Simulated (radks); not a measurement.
The numbers below are computed, except where a source is named.
Question: Si4+, configuration [Ne] (the NIST ground configuration). Level of theory: non-relativistic Kohn-Sham, r2SCAN, spin-polarised, spherical densities, point nucleus; meta-GGA in the generalised Kohn-Sham scheme (a radial shooting solver on a logarithmic mesh with Libxc functionals). Some entries of the table are withheld. Estimate them.

| orbital | occ. | eigenvalue (hartree) | <r^2> (bohr^2) | <r> (bohr) |
|---|---|---|---|---|
| 1s | 2 | -67.88554 | 0.01677 | 0.1116 |
| 2s | 2 | -7.18524 | (1) | (2) |
| 2p | 6 | (3) | (4) | (5) |

Answer: 
(1) 2s <r^2> (bohr^2): 0.3794
(2) 2s <r> (bohr): 0.5644
(3) 2p eigenvalue (hartree): -5.52802
(4) 2p <r^2> (bohr^2): 0.3525
(5) 2p <r> (bohr): 0.5305
